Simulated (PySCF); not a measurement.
C3H7O (SMILES [CH2-]COC), charge -1, singlet, geometry from GFN2-xTB (in this run its highest filled SCF level lies above zero, so its values depend strongly on the basis, on diffuse functions most of all); MP2/STO-3G (PySCF).

Input for PySCF:
```python
from pyscf import gto, scf, mp

mol = gto.M(
    atom='''
O    -0.02364204   -0.72791359   -0.02410158
C    -0.11695116    0.72309764    0.02353500
C     1.27997189   -1.17584587   -0.05346219
C    -1.53793975    1.16403974   -0.03994654
H     0.53282928    1.00119920    0.93898760
H     0.44859738    1.10785920   -0.85183032
H     1.26753791   -2.27032695   -0.05197351
H     1.82097837   -0.82845799   -0.95497355
H     1.85749247   -0.82621646    0.82524896
H    -1.97405394    1.11319354    0.99190016
H    -1.51473106    2.25830906   -0.28530416
''',
    basis='sto-3g',
    charge=-1,
    verbose=4,
)

mf = scf.RHF(mol)
mf.kernel()

pt = mp.MP2(mf)
pt.kernel()
print('E(MP2) = %.10f' % pt.e_tot)
```

Output, abridged:

```
PySCF version 2.14.0

[INPUT] verbose = 4
[INPUT] num. atoms = 11
[INPUT] num. electrons = 34
[INPUT] charge = -1
[INPUT] spin (= nelec alpha-beta = 2S) = 0
[INPUT] symmetry False subgroup None
[INPUT] Mole.unit = angstrom
[INPUT] Symbol           X                Y                Z      unit          X                Y                Z       unit  Magmom
[INPUT]  1 O     -0.023642040000  -0.727913590000  -0.024101580000 AA   -0.044676980626  -1.375557327449  -0.045545385369 Bohr   0.0
[INPUT]  2 C     -0.116951160000   0.723097640000   0.023535000000 AA   -0.221005662350   1.366456500919   0.044474704342 Bohr   0.0
[INPUT]  3 C      1.279971890000  -1.175845870000  -0.053462190000 AA    2.418796319242  -2.222026659001  -0.101028897119 Bohr   0.0
[INPUT]  4 C     -1.537939750000   1.164039740000  -0.039946540000 AA   -2.906284923582   2.199716306710  -0.075488020224 Bohr   0.0
[INPUT]  5 H      0.532829280000   1.001199200000   0.938987600000 AA    1.006901410349   1.891992284134   1.774429398363 Bohr   0.0
[INPUT]  6 H      0.448597380000   1.107859200000  -0.851830320000 AA    0.847726188397   2.093550472580  -1.609726009401 Bohr   0.0
[INPUT]  7 H      1.267537910000  -2.270326950000  -0.051973510000 AA    2.395299502404  -4.290296148719  -0.098215699632 Bohr   0.0
[INPUT]  8 H      1.820978370000  -0.828457990000  -0.954973550000 AA    3.441150398057  -1.565558706808  -1.804638465704 Bohr   0.0
[INPUT]  9 H      1.857492470000  -0.826216460000   0.825248960000 AA    3.510152046742  -1.561322829008   1.559494518982 Bohr   0.0
[INPUT] 10 H     -1.974053940000   1.113193540000   0.991900160000 AA   -3.730421301719   2.103630914235   1.874419645312 Bohr   0.0
[INPUT] 11 H     -1.514731060000   2.258309060000  -0.285304160000 AA   -2.862426855772   4.267585628024  -0.539146724599 Bohr   0.0

nuclear repulsion = 124.972387200168
number of shells = 19
number of NR pGTOs = 81
number of NR cGTOs = 27
basis = sto-3g
ecp = {}

******** <class 'pyscf.scf.hf.RHF'> ********
method = RHF
initial guess = minao
damping factor = 0
level_shift factor = 0
DIIS = <class 'pyscf.scf.diis.CDIIS'>
diis_start_cycle = 1
diis_space = 8
diis_damp = 0
SCF conv_tol = 1e-09
SCF conv_tol_grad = None
SCF max_cycles = 50
direct_scf = True
direct_scf_tol = 1e-13
Set gradient conv threshold to 3.16228e-05
Initial guess from minao.
init E= -190.379563899179
  HOMO = -0.0973135859022113  LUMO = 0.363406366128685  gap/eV = 12.53683
cycle= 1 E= -189.725019772647  delta_E= 0.655  |g|= 0.58  |ddm|= 3.92
  HOMO = 0.237372440719916  LUMO = 0.779702348508766  gap/eV = 14.75755
cycle= 2 E= -189.838379712656  delta_E= -0.113  |g|= 0.149  |ddm|= 0.968
  HOMO = 0.136494858087214  LUMO = 0.777054485817829  gap/eV = 17.43052
cycle= 3 E= -189.845904009459  delta_E= -0.00752  |g|= 0.0323  |ddm|= 0.235
  HOMO = 0.125950768395227  LUMO = 0.77186555937719  gap/eV = 17.57624
cycle= 4 E= -189.846545268908  delta_E= -0.000641  |g|= 0.00743  |ddm|= 0.0832
  HOMO = 0.128580997612363  LUMO = 0.774300604855288  gap/eV = 17.57093
cycle= 5 E= -189.846581068798  delta_E= -3.58e-05  |g|= 0.00154  |ddm|= 0.0216
  HOMO = 0.128031482853293  LUMO = 0.774201236731625  gap/eV = 17.58317
cycle= 6 E= -189.846582674244  delta_E= -1.61e-06  |g|= 0.000187  |ddm|= 0.00492
  HOMO = 0.128001249000087  LUMO = 0.774210524459028  gap/eV = 17.58425
cycle= 7 E= -189.846582697428  delta_E= -2.32e-08  |g|= 4.8e-05  |ddm|= 0.000466
  HOMO = 0.127996061860496  LUMO = 0.77421337171082  gap/eV = 17.58447
cycle= 8 E= -189.846582698825  delta_E= -1.4e-09  |g|= 9.29e-06  |ddm|= 0.000115
  HOMO = 0.127996326093866  LUMO = 0.774214608261952  gap/eV = 17.58450
cycle= 9 E= -189.846582698877  delta_E= -5.23e-11  |g|= 1.79e-06  |ddm|= 2.27e-05
  HOMO = 0.127996483628001  LUMO = 0.774214322057811  gap/eV = 17.58448
Extra cycle  E= -189.846582698879  delta_E= -1.71e-12  |g|= 7.36e-07  |ddm|= 3.96e-06
converged SCF energy = -189.846582698879

******** <class 'pyscf.mp.mp2.RMP2'> ********
nocc = 17, nmo = 27
E(RMP2) = -190.028868686942  E_corr = -0.182285988062481
E(SCS-RMP2) = -190.046788977556  E_corr = -0.200206278676429
E_corr(same-spin) = -0.0213887388444789
E_corr(oppo-spin) = -0.160897249218002
E(MP2) = -190.0288686869
```
